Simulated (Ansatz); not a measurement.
ClH7N2Si2, SMILES `N[SiH2][SiH](N)Cl` at its PBE0-D4/def2-TZVP geometry, where that method's forces vanish. Charge 0, multiplicity 1.

```xyz
12

N    -0.8176   -1.5700   -0.8584
Si   -1.0352   -0.6645    0.5960
Si    0.8085    0.7693    0.6513
N     0.7140    1.8553   -0.6589
Cl    2.4494   -0.5344    0.5607
H     0.0663   -2.0377   -0.9935
H    -1.5743   -2.1344   -1.2123
H    -2.3207    0.0752    0.4769
H    -1.0930   -1.4505    1.8668
H     1.0311    1.5603    1.8852
H     0.3993    1.5195   -1.5557
H     1.3722    2.6119   -0.7581
```

Task: What forces (eV/Å) does ωB97M-V/def2-TZVPP give on these atoms in Ansatz 0.2.0? (An estimate is asked.)

Result: Computed: 
```
N1   0.009 -0.048 -0.025
Si2 -0.072  0.111  0.183
Si3 -0.109  0.005  0.207
N4   0.021  0.027 -0.053
Cl5  0.027 -0.028 -0.013
H6  -0.022  0.001 -0.017
H7   0.034  0.007 -0.005
H8   0.140 -0.079  0.013
H9   0.008  0.080 -0.145
H10 -0.022 -0.085 -0.137
H11  0.010  0.021  0.007
H12 -0.023 -0.014 -0.015
```
